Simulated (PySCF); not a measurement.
# Assignment exercise: C$_{5}$H$_{8}$O$_{2}$

Bonds (- single, = double, # triple, : aromatic): C1-C2 1.502 Å, C2=O3 1.206 Å, C2-C4 1.526 Å, C4-C5 1.526 Å, C5-C6 1.502 Å, C5=O7 1.207 Å. C1 carries H8, H9, H10; C4 carries H11, H12; C6 carries H13, H14, H15.

- shieldings: GIAO B97-2/pcSseg-2
- J: B3LYP/pcJ-1 (without the spin–dipole term)
- geometry from PBE0-D3(BJ)/def2-SVP
- run in PySCF 2.14.0 with density-fitted response routines
- relativity neglected, one conformer, no solvent, averaged over atoms made equivalent by symmetry, fast rotation or ring inversion

Shifts are taken against calculated references (same method and geometry level): TMS for $^{13}$C (σ = 183.46 ppm) and $^{1}$H (σ = 31.36 ppm).

Question: Assign these signals to the numbered atoms. $^{13}$C{$^{1}$H} NMR (computed): δ 206.5, 64.1, 30.6.

Answer: 
206.5 → C2/C5, ketone carbonyl carbon: low-lying n→π* states of the double bond to the heteroatom give a large paramagnetic term (-277 ppm)
64.1 → C4, sp3 CH2 α to a carbonyl
30.6 → C1/C6, methyl carbon α to a carbonyl: α to the electron-withdrawing carbonyl group

Question: Assign these signals to the numbered atoms. $^{1}$H NMR (300 MHz, computed): δ 3.57 (s, 2H), 2.18 (s, 6H).

Answer: 
| δ (ppm) | atoms | environment | reason |
| --- | --- | --- | --- |
| 3.57 | H11/H12 | hydrogen on an sp3 CH2 α to a carbonyl | – |
| 2.18 | H8/H9/H10/H13/H14/H15 | hydrogen on a methyl carbon α to a carbonyl | α to C=O |

Shifts are as computed. Against solution values, carbons near 30 ppm lie about +4 ppm off and those near 130 ppm about +7 ppm. Of 1211 compounds with measured shifts, 218 miss one by over three times the rms of a fit or turn the order of signals round; such compounds aren't used in these exercises.
